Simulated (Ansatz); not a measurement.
Geometry optimisation, Ansatz, RKS B3LYP-D4/def2-SVP.

Input file:

```yaml
crystal:
  periodic: [false, false, false]
  atoms:
    - { symbol: Ga, position_ang: [-1.090953, 0.07771, -0.310097] }
    - { symbol: F, position_ang: [1.284341, -1.746468, 0.421669] }
    - { symbol: H, position_ang: [-1.516845, -0.595147, -1.65176] }
    - { symbol: H, position_ang: [-1.772416, 0.008854, 1.092881] }
    - { symbol: H, position_ang: [1.66127, -0.961756, 0.139135] }
    - { symbol: S, position_ang: [0.713508, 1.432592, -0.497904] }
    - { symbol: H, position_ang: [0.721096, 1.784216, 0.806076] }
basis:
  gaussian: { orbitals: def2-SVP }
hamiltonian:
  xc: b3lyp
  dispersion: d4
relax:
  f_tol: 0.03
  max_steps: 50
```

Command:

```bash
$ ansatz run input.yaml --threads 2 --pin off --max-ram 3072MiB --backend cpu --events-out ev --progress --plain --runs-dir out
```

Task: Where does it end, and by what steps?

Result: The run converged. After 8 steps the energy has fallen by 0.252 eV; F2 moved furthest, 0.55 Å.

```json
{"step": "0", "energy less start (eV)": "0.0000", "largest force component (eV/Å)": "1.069", "accepted": "yes"}
{"step": "1", "energy less start (eV)": "-0.1066", "largest force component (eV/Å)": "0.425", "accepted": "yes"}
{"step": "2", "energy less start (eV)": "-0.1936", "largest force component (eV/Å)": "0.421", "accepted": "yes"}
{"step": "3", "energy less start (eV)": "-0.2319", "largest force component (eV/Å)": "0.419", "accepted": "yes"}
{"step": "4", "energy less start (eV)": "-0.1757", "largest force component (eV/Å)": "0.816", "accepted": "no"}
{"step": "5", "energy less start (eV)": "-0.2491", "largest force component (eV/Å)": "0.303", "accepted": "yes"}
{"step": "6", "energy less start (eV)": "-0.2507", "largest force component (eV/Å)": "0.156", "accepted": "yes"}
{"step": "7", "energy less start (eV)": "-0.2520", "largest force component (eV/Å)": "0.076", "accepted": "yes"}
{"step": "8", "energy less start (eV)": "-0.2525", "largest force component (eV/Å)": "0.026", "accepted": "yes"}
```

```xyz
7
Properties=species:S:1:pos:R:3
Ga -0.892 -0.134 -0.240
F 0.831 -1.486 0.254
H -1.329 -0.744 -1.607
H -1.641 -0.080 1.128
H 1.351 -0.686 0.092
S 0.869 1.338 -0.451
H 0.810 1.791 0.824
```

Time of the run: 20 s on 2 threads of Intel(R) Xeon(R) Platinum 8259CL CPU @ 2.50GHz (Skylake/Cascade Lake), on a shared host, peak memory 0.19 GiB.
